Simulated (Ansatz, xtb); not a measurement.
**Two isomers of C5H9NOSi**

Structure X: `COC1=C[SiH2]C=C1N`, a singlet. Structure Y: `COC1=C[SiH2]C(N)=C1`, a singlet. Both are isolated molecules in the gas phase, relaxed with B3LYP-D3(BJ)/def2-SVP; the shapes shown needn't be the lowest conformers.

X (Å):

```xyz
17

C    -1.8136    3.2710    0.1045
C    -0.4578    1.3369    0.2319
C    -0.5880    0.9550   -1.0598
C     0.9864   -0.5898    0.5207
C     0.4050    0.4862    1.1258
N     0.4757    0.8693    2.4363
O    -0.9915    2.4088    0.8628
Si    0.4434   -0.5980   -1.2532
H    -2.1506    4.0682    0.7798
H    -2.6899    2.7323   -0.2961
H    -1.2548    3.7132   -0.7388
H    -1.1825    1.5028   -1.7896
H    -0.3575   -1.7899   -1.6736
H     1.5400   -0.4464   -2.2599
H     1.6304   -1.2791    1.0694
H     0.1486    1.7971    2.6721
H     1.1815    0.4567    3.0302
```

Y (Å):

```xyz
17

C    -2.7546    1.9823   -0.7659
C    -1.6670   -0.0363   -1.3405
C    -2.7736   -0.8268   -1.1876
C    -0.4322   -2.0005   -1.9568
C    -0.3934   -0.6535   -1.7533
N     0.6183   -2.8096   -2.2926
O    -1.5853    1.2975   -1.1591
Si   -2.2266   -2.5433   -1.5845
H    -2.4851    3.0423   -0.6694
H    -3.1311    1.6097    0.2030
H    -3.5552    1.8746   -1.5188
H    -3.7522   -0.4528   -0.8953
H    -2.8490   -3.1945   -2.7795
H    -2.2704   -3.5442   -0.4749
H     0.4301   -3.7303   -2.6656
H     1.4833   -2.3870   -2.6124
H     0.4907   -0.0200   -1.8690
```

Problem. Which of the two would you expect B3LYP-D3(BJ)/def2-SVP electronic energies to favour?

Solution. Structure X; the calculation gives E(Y) − E(X) = +3.9 kcal/mol.

Level by level:

```tsv
level	geometry	E(Y) − E(X) (kcal/mol)	departure from the last row (kcal/mol)	job, with rough time for the two
GFN2-xTB	GFN2-xTB	+1.6	−2.3	optimisation, 0.43 s
HF/STO-3G	GFN2-xTB	+1.4	−2.5	single point, 0.94 s
r2SCAN-D4/def2-SVP	GFN2-xTB	+4.2	+0.3	single point, 11 s
B3LYP-D3(BJ)/def2-SVP	B3LYP-D3(BJ)/def2-SVP	+3.9		optimisation, 2 min
```

As drawn, both hold the same kinds of bond in the same numbers.

The levels shown agree on the order. The largest departure from B3LYP-D3(BJ)/def2-SVP is that of HF/STO-3G, 2.5 kcal/mol. No coupled-cluster energies are at hand for both structures. No reliable frequencies are at hand for Y, so it isn't confirmed as a minimum.

Run with Ansatz 0.2.0, xtb 6.7.1; the last row on 2 threads of Arm Neoverse V1 on a shared host.
